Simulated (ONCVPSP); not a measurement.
**Which change was made? (Mn, ONCV)**

manganese, optimised norm-conserving Vanderbilt (ONCV), made with ONCVPSP 4.0.1 (PBE, fully relativistic). Core [Ar], reference 3d5 4s1 (charge +1). Waves: 4s: rc 2.10 bohr, ncon 5, nbas 10, qcut 2.7 1/bohr, 2 projectors, debl 3.2 Ha; p scattering state at 0.14 Ha: rc 1.95 bohr, ncon 3, nbas 8, qcut 3.6 1/bohr, 2 projectors, debl 1.2 Ha; 3d: rc 1.80 bohr, ncon 4, nbas 9, qcut 9.5 1/bohr, 2 projectors, debl 2.9 Ha; f scattering state at 0.05 Ha: rc 1.65 bohr, ncon 4, nbas 7, qcut 7.4 1/bohr, 2 projectors, debl 3.1 Ha. Local part: polynomial inside 1.35 bohr (lpopt 3, dvloc0 0 Ha). Core correction: Teter function, fcfact 3.5, rcfact 1.45.

Open shells are filled in proportion to 2j + 1.

Cutoffs, loose and tight: the cutoffs (Ha) at which the residual kinetic energy of the hardest occupied pseudo-wave falls to 1 and 0.1 mHa per electron. They do not see the model core or the augmentation charge, which bear on the density cutoff. Test errors are all-electron minus pseudo excitation energies from the reference, over the configurations 3d5 4s2; 3d5 4s0; 3d4 4s0; 3d4 4s2 4p1; variants that change the core or the reference have their own tests.

The base gives: outcome: generated; cutoff, loose: 33 Ha; cutoff, tight: 37 Ha; bound ghosts: none; GHOST(+) flags above zero: s, p3/2, p1/2; largest test error (meV): -186.

Problem. After one change the result is: outcome: generated; cutoff, loose: 33 Ha; cutoff, tight: 37 Ha; bound ghosts: none; GHOST(+) flags above zero: s, p3/2, p1/2; largest test error (meV): -381. Which change was it?
A. core correction Teter function, fcfact 1.7, rcfact 1.45
B. core correction Teter function, fcfact 7.7, rcfact 1.45
C. core correction Teter function, fcfact 5.7, rcfact 1.45

Solution. B. The others give: core correction Teter function, fcfact 5.7, rcfact 1.45 → outcome: generated; cutoff, loose: 33 Ha; cutoff, tight: 37 Ha; bound ghosts: none; GHOST(+) flags above zero: s, p3/2, p1/2; largest test error (meV): -291 | core correction Teter function, fcfact 1.7, rcfact 1.45 → outcome: generated; cutoff, loose: 33 Ha; cutoff, tight: 37 Ha; bound ghosts: none; GHOST(+) flags above zero: s, p3/2, p1/2; largest test error (meV): -138.
